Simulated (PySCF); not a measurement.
A geometry optimisation, step by step.

Species: C9H6ClN.
Numbering: `[CH2:1]=[C:2]1[CH:3]=[CH:4][C:5]([C:6]#[N:7])=[CH:8][C:9]([Cl:10])=[CH:11]1` (hydrogens: H12, H13 on C1; H14 on C3; H15 on C4; H16 on C8; H17 on C11)

Method: PBE0-D3(BJ)/def2-SVP geometry optimisation, gas phase in PySCF 2.14.0; density fitting, grid level 1; the optimiser is geomeTRIC in internal coordinates, started from a GFN2-xTB structure with every atom displaced at random (about 0.01 Å). 4 of its 8 geometries are shown. The frame can shift and turn from step to step; on so coarse a grid that alone can change the energy by a few meV, and forces under 0.02 eV/Å are noise.

Step 0: E = -23412.2638 eV, largest atomic force 4.796 eV/Å
```
atom  x, y, z in Å  |  force x, y, z in eV/Å
C1      2.799   -0.550    0.014   -2.196   2.705   0.374
C2      1.457   -0.243    0.009    0.945  -0.248   0.050
C3      0.498   -1.319   -0.252    3.881   0.436   0.316
C4     -0.788   -1.315   -0.302   -4.753  -0.562  -0.310
C5     -1.742   -0.221   -0.125    1.004   0.872   0.223
C6     -3.113   -0.554   -0.243    2.645   0.658   0.200
N7     -4.204   -0.849   -0.345   -3.304  -0.878  -0.296
C8     -1.447    1.091    0.154   -1.371  -0.601  -0.024
C9     -0.173    1.686    0.347    0.237   0.346  -0.074
Cl10   -0.254    3.389    0.676    0.008   0.221   0.073
C11     1.047    1.128    0.275    0.999  -0.111  -0.031
H12     3.529    0.231    0.198    0.247   0.093   0.059
H13     3.112   -1.510   -0.181    0.917  -2.471  -0.466
H14     0.988   -2.267   -0.407    0.205  -0.560  -0.132
H15    -1.316   -2.272   -0.507    0.463   0.389   0.081
H16    -2.302    1.776    0.270    0.232  -0.218  -0.077
H17     1.892    1.812    0.429   -0.160  -0.069   0.036
```

Step 2: E = -23412.5676 eV, largest atomic force 0.242 eV/Å
```
atom  x, y, z in Å  |  force x, y, z in eV/Å
C1      2.808   -0.485   -0.201   -0.049  -0.080   0.047
C2      1.483   -0.237   -0.052    0.032   0.035   0.003
C3      0.527   -1.331   -0.201   -0.234   0.052  -0.038
C4     -0.826   -1.330   -0.213    0.158  -0.165   0.006
C5     -1.760   -0.226   -0.054   -0.009   0.114  -0.001
C6     -3.153   -0.552   -0.176    0.070  -0.108  -0.001
N7     -4.271   -0.844   -0.275    0.006   0.023  -0.003
C8     -1.470    1.078    0.208    0.043   0.052   0.007
C9     -0.164    1.673    0.384   -0.049  -0.032   0.010
Cl10   -0.245    3.369    0.789    0.006   0.003   0.005
C11     1.069    1.123    0.279    0.038  -0.012  -0.018
H12     3.538    0.318   -0.081    0.059  -0.039  -0.025
H13     3.179   -1.489   -0.435   -0.048   0.134   0.021
H14     0.994   -2.311   -0.340    0.012   0.010  -0.013
H15    -1.300   -2.303   -0.365   -0.035   0.006   0.011
H16    -2.309    1.769    0.307   -0.001   0.001  -0.001
H17     1.899    1.811    0.461    0.000   0.008  -0.009
```

Step 5: E = -23412.5716 eV, largest atomic force 0.056 eV/Å
```
atom  x, y, z in Å  |  force x, y, z in eV/Å
C1      2.805   -0.487   -0.188   -0.002  -0.045   0.005
C2      1.481   -0.230   -0.055   -0.046   0.031   0.007
C3      0.522   -1.323   -0.216    0.005  -0.045  -0.021
C4     -0.827   -1.335   -0.217    0.035   0.038   0.017
C5     -1.757   -0.226   -0.049    0.002  -0.001   0.002
C6     -3.147   -0.564   -0.166    0.002  -0.025  -0.001
N7     -4.265   -0.860   -0.262    0.006   0.006   0.000
C8     -1.468    1.078    0.211    0.007   0.030   0.009
C9     -0.164    1.677    0.382   -0.003  -0.013   0.002
Cl10   -0.246    3.372    0.788   -0.006  -0.003   0.000
C11     1.070    1.131    0.271   -0.004   0.011  -0.010
H12     3.547    0.305   -0.066    0.019  -0.011  -0.002
H13     3.168   -1.491   -0.421   -0.011   0.031   0.006
H14     0.997   -2.297   -0.368    0.002  -0.009  -0.005
H15    -1.306   -2.305   -0.368   -0.002  -0.009  -0.007
H16    -2.309    1.766    0.313   -0.005   0.007   0.002
H17     1.900    1.820    0.446    0.001   0.006  -0.002
```

Step 7: E = -23412.5722 eV, largest atomic force 0.023 eV/Å
```
atom  x, y, z in Å  |  force x, y, z in eV/Å
C1      2.804   -0.488   -0.182   -0.002  -0.010   0.005
C2      1.480   -0.227   -0.058    0.001   0.004   0.012
C3      0.524   -1.322   -0.224    0.020   0.009  -0.006
C4     -0.824   -1.332   -0.220   -0.018  -0.004   0.002
C5     -1.756   -0.225   -0.046    0.004  -0.002  -0.001
C6     -3.145   -0.569   -0.159   -0.001   0.000   0.004
N7     -4.261   -0.870   -0.254   -0.001   0.000   0.000
C8     -1.470    1.080    0.215    0.000  -0.003   0.000
C9     -0.166    1.679    0.381    0.000   0.000   0.003
Cl10   -0.248    3.375    0.785   -0.001   0.001  -0.001
C11     1.068    1.134    0.266    0.002   0.006  -0.007
H12     3.554    0.296   -0.058   -0.009   0.005   0.001
H13     3.161   -1.494   -0.413    0.003  -0.007  -0.002
H14     0.999   -2.295   -0.381   -0.002   0.001  -0.005
H15    -1.304   -2.301   -0.376    0.002   0.000  -0.002
H16    -2.312    1.767    0.322    0.001  -0.001   0.002
H17     1.898    1.825    0.437    0.000   0.001  -0.004
```

Task: Summarise the path.

Result: The energy falls by 0.3085 eV from step 0 to step 7; nine tenths of that is first reached at step 1. It falls at every step. The largest force goes from 4.796 to 0.023 eV/Å. Among the bonds C1–H13 changes most (a near tie, within 0.001 Å, with another), from 1.029 to 1.092 Å; the atoms move by 0.072 Å rms after alignment.

The cost below is that of the whole optimisation. Hardware: one thread, Arm Neoverse V2 (aarch64), shared host with 96 logical CPUs at a one-minute load of 47. Cost: 2.4 min of wall time, 0.83 GiB resident at most.
